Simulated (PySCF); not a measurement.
Cd(NH2)(GeH3), SMILES [Cd]([GeH3])[NH2] (H5CdGeN), singlet (PBE0/def2-SVP optimised geometry):

```
8

Cd     0.300    -0.307     0.000
N      2.312    -0.237    -0.126
H      2.801    -1.123    -0.228
H      2.803     0.295     0.590
Ge    -2.220    -0.307     0.000
H     -2.803     1.123     0.000
H     -2.803    -1.025    -1.237
H     -2.796    -1.022     1.242
```

Level of theory: PySCF 2.14.0 with PBE0/def2-TZVP, def2 effective core potentials past Kr.

Task: What are the frontier orbital energies and the dipole moment?

Result: HOMO-2 -9.36 eV, HOMO-1 -7.68 eV, HOMO -6.53 eV, LUMO -0.76 eV, LUMO+1 -0.59 eV; dipole moment 1.06 D.

On the same geometry PBE/def2-TZVP, def2 effective core potentials past Kr in PySCF 2.14.0 gives HOMO-2 -8.09 eV, HOMO-1 -6.65 eV, HOMO -5.27 eV, LUMO -1.44 eV, LUMO+1 -1.35 eV; dipole moment 1.03 D.
